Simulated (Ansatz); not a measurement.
```yaml
crystal:
  periodic: [false, false, false]
  atoms:
    - {symbol: N, position_ang: [-1.628774, 0.000139, -0.918386]}
    - {symbol: W, position_ang: [-0.077668, -0.151123, -0.105778]}
    - {symbol: N, position_ang: [0.761645, -1.687439, -0.262042]}
    - {symbol: N, position_ang: [-0.407790, 0.124929, 1.805429]}
    - {symbol: N, position_ang: [1.098573, 1.219228, -0.864975]}
    - {symbol: H, position_ang: [-2.414139, -0.287492, -1.479384]}
    - {symbol: H, position_ang: [0.911875, -2.635756, -0.565975]}
    - {symbol: H, position_ang: [0.113531, -0.333523, 2.534693]}
    - {symbol: H, position_ang: [2.142851, 1.154313, -0.924351]}
    - {symbol: H, position_ang: [2.092851, 1.104313, -0.974351]}
    - {symbol: H, position_ang: [0.764604, 2.042339, -1.339023]}
basis:
  gaussian: {orbitals: def2-mTZVP, final_grid: {core_spheres: 20, valence_spheres: 16, degree: 47}}
hamiltonian: {xc: {name: SPW92}}
output: {forces: true}
```

```sh
$ ansatz run in.yaml --threads 4 --pin off --events-out ev --progress --plain --max-ram 10444MiB
```

Shortened log:

```
Functional definition: SPW92
1158 factors; their error is unknown
mean field evaluation 1: about -7663.7410 eV, gradient 1.4e2 eV
mean field evaluation 2: about -7324.7922 eV, gradient 3.3e2 eV
mean field evaluation 4: about -7657.9585 eV, gradient 1.2e2 eV
mean field evaluation 8: about -7702.7487 eV, gradient 1.5e1 eV
mean field evaluation 16: about -7703.2445 eV, gradient 1.9e-1 eV
mean field evaluation 32: about -7702.6756 eV, gradient 5.5e0 eV
mean field -7703.24456403 eV, -283.0890162812 hartree, gradient 3.3e-5 eV, S^2 0.000000; 2 other end points of the search recorded, 0 dependent functions left out
reference -7703.24460441 eV, -283.0890177654 hartree; 24, 24 occupied and 106, 106 virtual orbitals, 1158 factors
Total energy: -7703.24460441 eV, -283.0890177654 hartree
Atom 0 at    -1.628774     0.000139    -0.918386 Å, force    -0.831590     0.492587    -0.732014 eV/Å
Atom 1 at    -0.077668    -0.151123    -0.105778 Å, force    -1.212621    -1.211969     6.457984 eV/Å
Atom 2 at     0.761645    -1.687439    -0.262042 Å, force     0.701791    -0.350383    -0.507919 eV/Å
Atom 3 at    -0.407790     0.124929     1.805429 Å, force    -0.100265     0.607886    -4.073174 eV/Å
Atom 4 at     1.098573     1.219228    -0.864975 Å, force    -6.086700     0.691395     0.265202 eV/Å
Atom 5 at    -2.414139    -0.287492    -1.479384 Å, force    -0.579781    -0.145930    -0.287334 eV/Å
Atom 6 at     0.911875    -2.635756    -0.565975 Å, force     0.078639    -0.688265    -0.158486 eV/Å
Atom 7 at     0.113531    -0.333523     2.534693 Å, force     0.558908    -0.662714     0.601984 eV/Å
Atom 8 at     2.142851     1.154313    -0.924351 Å, force  1092.987036  1090.812802  1090.705440 eV/Å
Atom 9 at     2.092851     1.104313    -0.974351 Å, force -1086.465239 -1090.486147 -1091.583754 eV/Å
Atom 10 at     0.764604     2.042339    -1.339023 Å, force     0.949822     0.940737    -0.687929 eV/Å
Dipole moment:     1.046500     0.406666    -1.056943 e Å
```

(1) What is wrong with this run?

Answers

(1) One atom was put on top of another. The run converged. The result belongs to that input, not to the molecule as meant.
